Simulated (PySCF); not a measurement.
SMILES C[CH]([Be][NH2])C (C₃H₉BeN), singlet, CAM-B3LYP/def2-SVP optimised geometry. Atoms within 1.6 Å of the plane z = 0.0 Å (x, y, z in Å): Be1 (0.66, -0.04, 0.00), C2 (-1.03, -0.05, 0.02), C3 (-1.65, -1.01, -1.00), C4 (-1.65, 1.35, -0.09), H5 (-1.29, -0.44, 1.03), H6 (-2.75, -1.05, -0.91), H8 (-1.27, -2.04, -0.90), H9 (-1.27, 2.04, 0.68), H10 (-2.75, 1.32, 0.01), H11 (-1.44, 1.81, -1.07), N12 (2.16, -0.04, 0.00), H13 (2.75, 0.23, -0.78), H14 (2.75, -0.31, 0.78).

Calculation: CAM-B3LYP/def2-TZVP in PySCF 2.14.0. Cells within 0.4 Å of a nucleus heavier than hydrogen are left out (blank, or x).

Map of the Laplacian of the electron density (e/bohr⁵), clipped to [-1.50, 1.50] on the plane z = 0.0 Å:

```
|5555555555555555555555555555555|
|5555555555555555555555555555555|
|5555555555555555555555555555555|
|5555555555555555555555555555555|
|5555555555555555555555555555555|
|5555555555555555555555555555555|
|5555555555555555555555555555555|
|5555555555555555555555555555555|
|5555555555555555555555555555555|
|5555555555555555555555555555555|
|5555555444x45555555555555555555|
|555555302xxx5555555555555555555|
|5555555443x25555555555555555555|
|5555555555434555555555555555555|
|555555555552x3448x8540155555555|
|55555555555xxx34xxx50xx46555555|
|555555555556x3449x953xx55555555|
|5555555555555555555555555555555|
|5555555555555555555555555555555|
|5555555555555555555555555555555|
|5555555555555555555555555555555|
|5555555555555555555555555555555|
|5555555555555555555555555555555|
|5555555555555555555555555555555|
|5555555555555555555555555555555|
|5555555555555555555555555555555|
|5555555555555555555555555555555|
|5555555555555555555555555555555|
|5555555555555555555555555555555|
|5555555555555555555555555555555|
|5555555555555555555555555555555|
```
Scale: ten equal steps from -1.50 (start of '0') to 1.50 (end of '9'), in the order '0123456789'; x runs from -5.00 to 5.00, y from -5.00 (bottom) to 5.00 (top).
